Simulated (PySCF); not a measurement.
H₃Si, doublet, geometry from GFN2-xTB; MN12L/6-311G** (PySCF).

Here is a job for PySCF.
```python
from pyscf import gto, scf, dft

mol = gto.M(
    atom='''
Si    0.00172380    0.00046639    0.05606838
H    -0.01025152    1.41163100   -0.27334508
H     1.21691602   -0.70748096   -0.29344641
H    -1.23079768   -0.71067955   -0.21816587
''',
    basis='6-311g**',
    spin=1,
    verbose=4,
)

mf = dft.UKS(mol)
mf.xc = 'mn12l'
mf.kernel()
```

### Question
Predict the main parts of the log of this PySCF run.

### Answer

```
PySCF version 2.14.0

[INPUT] verbose = 4
[INPUT] num. atoms = 4
[INPUT] num. electrons = 17
[INPUT] charge = 0
[INPUT] spin (= nelec alpha-beta = 2S) = 1
[INPUT] symmetry False subgroup None
[INPUT] Mole.unit = angstrom
[INPUT] Symbol           X                Y                Z      unit          X                Y                Z       unit  Magmom
[INPUT]  1 Si     0.001723800000   0.000466390000   0.056068380000 AA    0.003257509894   0.000881349367   0.105953882448 Bohr   0.0
[INPUT]  2 H     -0.010251520000   1.411631000000  -0.273345080000 AA   -0.019372565161   2.667595978946  -0.516547338697 Bohr   0.0
[INPUT]  3 H      1.216916020000  -0.707480960000  -0.293446410000 AA    2.299637994396  -1.336945252744  -0.554533347137 Bohr   0.0
[INPUT]  4 H     -1.230797680000  -0.710679550000  -0.218165870000 AA   -2.325870529950  -1.342989711829  -0.412273744027 Bohr   0.0

nuclear repulsion = 15.9851288985513
number of shells = 24
number of NR pGTOs = 69
number of NR cGTOs = 44
basis = 6-311g**
ecp = {}

******** <class 'pyscf.dft.uks.UKS'> ********
method = UKS
initial guess = minao
damping factor = 0
level_shift factor = 0
DIIS = <class 'pyscf.scf.diis.CDIIS'>
diis_start_cycle = 1
diis_space = 8
diis_damp = 0
SCF conv_tol = 1e-09
SCF conv_tol_grad = None
SCF max_cycles = 50
direct_scf = True
direct_scf_tol = 1e-13
number electrons alpha = 9  beta = 8
XC library pyscf.dft.libxc version 7.1.2
    S. Lehtola, C. Steigemann, M. J. T. Oliveira, and M. A. L. Marques,  SoftwareX 7, 1–5 (2018)
XC functionals = mn12l
    R. Peverati and D. G. Truhlar,  Phys. Chem. Chem. Phys. 14, 13171 (2012)
    R. Peverati and D. G. Truhlar,  Phys. Chem. Chem. Phys. 14, 13171 (2012)
radial grids:
    Treutler-Ahlrichs [JCP 102, 346 (1995); DOI:10.1063/1.469408] (M4) radial grids

becke partition: Becke, JCP 88, 2547 (1988); DOI:10.1063/1.454033
pruning grids: <function nwchem_prune>
grids dens level: 3
symmetrized grids: False
atomic radii adjust function: <function treutler_atomic_radii_adjust>
small_rho_cutoff = 0
Set gradient conv threshold to 3.16228e-05
tot grids = 48608
init E= -290.988841404728

cycle= 1 E= -291.187118857632  delta_E= -0.198  |g|= 0.104  |ddm|= 1.04
cycle= 2 E= -291.192339065019  delta_E= -0.00522  |g|= 0.0461  |ddm|= 0.192
cycle= 3 E= -291.193062917919  delta_E= -0.000724  |g|= 0.0145  |ddm|= 0.0481
cycle= 4 E= -291.193145426009  delta_E= -8.25e-05  |g|= 0.00177  |ddm|= 0.0205
cycle= 5 E= -291.193149434662  delta_E= -4.01e-06  |g|= 0.000563  |ddm|= 0.00405
cycle= 6 E= -291.193149771522  delta_E= -3.37e-07  |g|= 0.000111  |ddm|= 0.00129
cycle= 7 E= -291.193149783493  delta_E= -1.2e-08  |g|= 1.94e-05  |ddm|= 0.000215
cycle= 8 E= -291.193149783785  delta_E= -2.93e-10  |g|= 2.68e-06  |ddm|= 3.46e-05
Extra cycle  E= -291.193149783793  delta_E= -7.39e-12  |g|= 1.41e-06  |ddm|= 1.39e-05
converged SCF energy = -291.193149783793  <S^2> = 0.75951987  2S+1 = 2.0094973
```
